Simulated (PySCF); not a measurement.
How methods differ on the excitation energy of F²⁺

F²⁺ [He] 2s2 2p3 (4S) → F²⁺ [He] 2s2 2p2 3d1 (high-spin determinant), as a difference of total energies. Computed with PySCF 2.14 in aug-cc-pVQZ (6s5p4d3f2g, 80 functions), with the non-relativistic Hamiltonian (point nucleus). Correlated levels: valence: 1s2 frozen. The calculations carry no spin-orbit coupling.

```csv
method,excitation energy (eV)
UHF,49.003
LDA,48.600
PBE,48.046
PBE0,48.446
r2SCAN,48.959
HSE06,48.421
revPBE,47.933
B2PLYP,48.653
TPSSh,48.392
MP2 (valence),48.092
SCS-MP2 (valence),47.659
```

**Question.** How much does correlation contribute at MP2 (valence)?

**Answer.** 48.092 − (49.003) = -0.911 eV, measured against UHF.

A first-order spin-orbit estimate (lowest level to lowest level, LS coupling) adds -0.036 eV.

The promoted electron is Rydberg-like, and one or two diffuse shells describe it only roughly, which tends to raise the upper state.

The determinant of the upper state mixes LS terms, which raises its energy above the lowest term, most at the Hartree-Fock and MP2 levels.
